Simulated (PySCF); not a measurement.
# Working out the ionisation energy of Bi

Bi [Xe] 4f14 5d10 6s2 6p3 (4S) → Bi+ [Xe] 4f14 5d10 6s2 6p2 (3P). Computed with PySCF 2.14 in aug-cc-pVDZ-PP with ECP60MDF, with scalar relativity through the core potential. Frozen: 5s2 5p6 5d10. Energies in hartree (1 hartree = 27.21139 eV):

| part | Bi (lower) | Bi+ (upper) |
| --- | --- | --- |
| UHF | -213.591272 | -213.288739 |
| CCSD correlation | -0.049408 | -0.039759 |
| (T) | -0.000618 | -0.000362 |

Problem. What does Hartree-Fock give?

Solution. (-213.288739) − (-213.591272) = 0.302533 hartree = 8.232 eV.

Problem. What do CCSD and CCSD(T) give?

Solution. The CCSD correlation energies differ by 0.009649 hartree = 0.263 eV and the triples by 0.000256 hartree = 0.007 eV, so CCSD gives 8.495 eV and CCSD(T) 8.502 eV.

Reference: 7.286 eV (measured; NIST Atomic Spectra Database, ionization energies), between the lowest levels; spin-orbit coupling is absent from the calculation.

A double-zeta basis recovers only part of the correlation energy.

What remains against the reference includes basis incompleteness, the frozen core and higher excitations.
